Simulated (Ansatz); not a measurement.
Geometry optimisation, Ansatz 0.2.0, UKS PBE0/def2-SVP.

Input file:

```yaml
crystal:
  periodic: [false, false, false]
  atoms:
    - { symbol: Si, position_ang: [-0.614058, -0.665489, -0.358396] }
    - { symbol: O, position_ang: [0.381315, -0.896917, 1.036992] }
    - { symbol: H, position_ang: [-0.967884, -1.974099, -0.968968] }
    - { symbol: H, position_ang: [-1.802012, 0.041082, 0.182875] }
    - { symbol: O, position_ang: [0.177633, 0.148699, -1.558893] }
    - { symbol: H, position_ang: [0.7111, 1.30781, 1.416597] }
    - { symbol: Cl, position_ang: [0.48169, 2.40481, 0.73402] }
    - { symbol: H, position_ang: [1.173406, -1.409547, 0.846638] }
    - { symbol: H, position_ang: [0.45871, 1.043652, -1.330766] }
magnetization:
  spin_polarized: true
basis:
  gaussian: { orbitals: def2-SVP }
hamiltonian:
  xc: pbe0
relax:
  f_tol: 0.03
  max_steps: 50
```

Launched with:

```bash
$ ansatz run input.yaml --threads 2 --pin off --max-ram 3072MiB --backend cpu --events-out ev --progress --plain --runs-dir out
```

Where does it end, and by what steps?

The forces met the threshold. After 9 steps the energy has fallen by 0.135 eV; Cl7 moved furthest, 0.41 Å.

| step | energy less start (eV) | largest force component (eV/Å) | accepted |
| --- | --- | --- | --- |
| 0 | 0.0000 | 0.974 | yes |
| 1 | -0.0279 | 1.498 | yes |
| 2 | -0.1055 | 0.380 | yes |
| 3 | -0.1201 | 0.401 | yes |
| 4 | -0.1294 | 0.183 | yes |
| 5 | -0.1330 | 0.065 | yes |
| 6 | -0.1343 | 0.073 | yes |
| 7 | -0.1347 | 0.041 | yes |
| 8 | -0.1323 | 0.256 | no |
| 9 | -0.1350 | 0.015 | yes |

```xyz
9
Properties=species:S:1:pos:R:3
Si -0.644 -0.669 -0.387
O 0.292 -0.672 1.023
H -0.769 -2.053 -0.909
H -1.939 -0.098 0.062
O 0.094 0.208 -1.573
H 0.712 1.058 1.217
Cl 0.850 2.326 0.896
H 1.088 -1.216 0.998
H 0.317 1.117 -1.328
```

Whether the end is a true minimum wasn't checked by a vibrational analysis.

Time of the run: 10 s on 2 threads of AMD EPYC 9R45 96-Core Processor (Zen 5), on a shared host, peak memory 0.27 GiB.
